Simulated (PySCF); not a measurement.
C₃H₅B.
SMILES: `BC1=CC1`

Level of theory: TDDFT CAM-B3LYP/def2-SVPD, vertical, gas phase, core orbitals frozen in the response in PySCF. Isolated species at its PBE0-D3(BJ)/def2-SVP geometry (one conformer only).

Broadening: Gaussians 0.4 eV wide at half height, area fixed by f = 4.319×10⁻⁹ ∫ε dν̃. The width is an assumption, not a result. The curve ends short of the highest state used, and states not computed would add to its high-energy end.

λ (nm), ε (L mol⁻¹ cm⁻¹) and a bar:
```
    163.9       5489 #################
    167.7       9515 ##############################
    171.6       6493 ####################
    175.4       2305 #######
    179.3       1514 #####
    183.1       2122 #######
    187.0       2135 #######
    190.8       1477 #####
    194.7       1096 ###
    198.5       1315 ####
    202.4       1451 #####
    206.2       1083 ###
    210.1        531 ##
    213.9        187 #
    217.8         75 
    221.6        166 #
    225.5        565 ##
    229.3       1390 ####
    233.2       2561 ########
    237.0       3516 ###########
    240.9       3753 ############
    244.7       3179 ##########
    248.6       2167 #######
    252.4       1248 ####
    256.3        649 ##
    260.1        447 #
    264.0        599 ##
    267.8       1057 ###
    271.7       1771 ######
    275.5       2547 ########
    279.4       3201 ##########
    283.2       3505 ###########
    287.1       3395 ###########
    290.9       2942 #########
    294.8       2282 #######
    298.6       1620 #####
    302.5       1041 ###
    306.3        624 ##
    310.2        342 #
    314.0        177 #
    317.9         85 
    321.7         39 
    325.6         17 
    329.4          7
```

Question: Where are the band maxima, and which computed states make them?

Answer: 284 nm (4.36 eV), ε about 3500, made up of S1 (100%); 240 nm (5.17 eV), ε about 3800, made up of S2 (100%); 202 nm (6.15 eV), ε about 1500, made up of S3 (98%); 185 nm (6.70 eV), ε about 2300, made up of S4 (54%) and S5 (46%); 168 nm (7.38 eV), ε about 9600, made up of S7 (99%) (ε in L mol⁻¹ cm⁻¹; maxima over ε = 5, shares over 10%). The states used: S1 4.36 eV (f 0.052); S2 5.17 eV (f 0.056); S3 6.14 eV (f 0.021); S4 6.62 eV (f 0.020); S5 6.79 eV (f 0.018); S6 7.12 eV (f 0.0023); S7 7.38 eV (f 0.140); S8 7.77 eV (f 0.0082); S9 8.01 eV (f 0.018); S10 8.17 eV (f 0.091).

Question: On this curve, what absorbance would a 10⁻⁵ mol/L sample give at 308 nm over a 1 cm path?

Answer: 308 nm is 4.025 eV, where ε is about 480 L mol⁻¹ cm⁻¹, so A = ε c l ≈ 0.0048 (Beer–Lambert, with the gas-phase spectrum and the assumed width).

Question: What would ε be at 7.38 eV, the highest of these maxima, with half the width (0.2 eV)?

Answer: About 18900 L mol⁻¹ cm⁻¹ against 9550, a factor of about 1.98; a lone state at its own centre would give exactly 2.

Question: Coming from long wavelengths, where does ε first pass 100 L mol⁻¹ cm⁻¹?

Answer: At about 317 nm (3.91 eV), 0.45 eV below S1.

The vertical ionisation energy (ΔSCF) is 9.60 eV, 1.43 eV above S10.
